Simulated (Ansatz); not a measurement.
Reaction (SMILES): C[SiH](C)OC[SiH3] → C[Si](C)(C)O[SiH3]
Each molecule is optimised on its own at B3LYP-D3(BJ)/def2-TZVP (Ansatz, an electronic-structure program), one conformer each, not searched for the lowest. Frequencies are from Ansatz.

Wanted: isomerisation energy (0 K, with B3LYP-D3(BJ) harmonic zero-point energies), in kcal/mol. Cores are frozen in the correlated levels unless marked. Spin-orbit coupling is left out. Non-relativistic. Basis-set limits of correlation are two-point, X^-3; Hartree-Fock from the larger set.

```json
[
 {"level": "PBE/def2-TZVPD", "program": "Ansatz", "isomerisation energy (kcal/mol)": "-47.7"},
 {"level": "revPBE/def2-TZVPD", "program": "Ansatz", "isomerisation energy (kcal/mol)": "-47.4"},
 {"level": "r2SCAN-D3(BJ)/def2-TZVPD", "program": "Ansatz + dftd3", "isomerisation energy (kcal/mol)": "-52.5"},
 {"level": "B97M-V/def2-TZVPD", "program": "Ansatz", "isomerisation energy (kcal/mol)": "-53.1"},
 {"level": "B3LYP-D4/def2-TZVPD", "program": "Ansatz + dftd4", "isomerisation energy (kcal/mol)": "-51.5"},
 {"level": "PBE0/6-31G*", "program": "Ansatz", "isomerisation energy (kcal/mol)": "-45.8"},
 {"level": "PBE0/def2-TZVPD", "program": "Ansatz", "isomerisation energy (kcal/mol)": "-50.0"}
]
```

**Question.** What does CCSD(T)/CBS(cc-pV(T+d)Z,cc-pV(Q+d)Z) (Ansatz) give?

**Answer.** -53.7 kcal/mol
